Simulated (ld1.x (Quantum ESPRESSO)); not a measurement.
**Which change was made? (N, TM)**

```json
{
 "Element": "nitrogen (N)",
 "Generator": "ld1.x (Quantum ESPRESSO) 7.5",
 "Type": "norm-conserving Troullier–Martins (Kleinman–Bylander form)",
 "Functional": "PBE",
 "Relativity": "fully relativistic",
 "Frozen core": "[He]",
 "Valence charge": "5",
 "Reference configuration": "2s2 2p2 (charge +1)",
 "Partial waves": "2s (bound): rc 0.90 bohr; 2p (bound): rc 2.20 bohr",
 "Local potential": "the p channel",
 "Core correction": "none"
}
```

Open shells are filled in proportion to 2j + 1 (rel_dist='average').

Cutoffs, loose and tight: the cutoffs (Ry, on a coarse ladder) from which the occupation-weighted sum of valence levels, in a spherical-Bessel basis at the reference potential, stays within 10 and 1 mRy of its value at 400 Ry. They do not see the model core or the augmentation charge, which bear on the density cutoff. Test errors are all-electron minus pseudo excitation energies from the reference, over the configurations 2s2 2p3; 2s2 2p1; 2s2 2p0; 2s1 2p4; 2s1 2p0; 2s1 2p3; 2s2 2p2.5; variants that change the core or the reference have their own tests.

The base gives: outcome: generated; cutoff, loose: 55 Ry; cutoff, tight: 140 Ry; bound ghosts: none; largest test error (meV): +2550.

(1) After one change the result is: outcome: generated; cutoff, loose: 230 Ry; cutoff, tight: over 300 Ry; bound ghosts: none; largest test error (meV): +2575. Which change was it?
A. wave 2s (bound): rc 0.90 bohr becomes 2s (bound): rc 0.60 bohr
B. wave 2s (bound): rc 0.90 bohr becomes 2s (bound): rc 1.34 bohr
C. wave 2s (bound): rc 0.90 bohr becomes 2s (bound): rc 1.14 bohr
D. wave 2s (bound): rc 0.90 bohr becomes 2s (bound): rc 0.74 bohr

Answers

(1) A. The others give: wave 2s (bound): rc 0.90 bohr becomes 2s (bound): rc 1.14 bohr → outcome: generated; cutoff, loose: 45 Ry; cutoff, tight: 110 Ry; bound ghosts: none; largest test error (meV): +2553 | wave 2s (bound): rc 0.90 bohr becomes 2s (bound): rc 1.34 bohr → outcome: generated; cutoff, loose: 35 Ry; cutoff, tight: 80 Ry; bound ghosts: none; largest test error (meV): +2535 | wave 2s (bound): rc 0.90 bohr becomes 2s (bound): rc 0.74 bohr → outcome: generated; cutoff, loose: 110 Ry; cutoff, tight: 230 Ry; bound ghosts: none; largest test error (meV): +2557.
